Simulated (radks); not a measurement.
Values are calculated unless marked as measured or tabulated.
Effect of the nuclear size on the tungsten ion W2+, [Xe] 4f14 5d4. Level of theory: Dirac Kohn-Sham, relativistic LDA (MacDonald-Vosko exchange, VWN5 correlation), spin-unpolarised, spherical densities, finite nucleus; open shells are shared between the two j in proportion to 2j + 1; Fermi nuclear charge, rms radius 5.3658 fm (a radial shooting solver on a logarithmic mesh with Libxc functionals). The rms radius is varied about that value; shifts are against it.

| rms radius (fm) | total energy shift (eV) | density at nucleus (e/bohr^3) | 1s1/2 shift (meV) | 2s1/2 shift (meV) | 5s1/2 shift (meV) | 5d5/2 shift (meV) | 6s1/2 (empty) shift (meV) | 6p1/2 (empty) shift (meV) |
|---|---|---|---|---|---|---|---|---|
| 4.6736 | -14.1 | 1.472e+06 | -5680 | -801 | -7.77 | 0.086 | -1.07 | -0.039 |
| 4.9848 | -7.92 | 1.44e+06 | -3190 | -450 | -4.36 | 0.048 | -0.603 | -0.022 |
| 5.3658 | 0 | 1.404e+06 | 0.000 | 0.000 | 0.000 | 0.000 | 0.000 | 0.000 |
| 5.5804 | 4.63 | 1.385e+06 | 1870 | 263 | 2.55 | -0.028 | 0.352 | 0.013 |
| 6.3853 | 23.0 | 1.321e+06 | 9280 | 1310 | 12.7 | -0.140 | 1.75 | 0.064 |

Slopes of the eigenvalues against <r^2> in GHz/fm^2, as finite differences over the two radii next to the reference (eigenvalue slopes, not the field-shift constants of lines): 1s1/2 194000, 2s1/2 27400, 5s1/2 266, 5d5/2 -2.92, 6s1/2 (empty) 36.7, 6p1/2 (empty) 1.33.
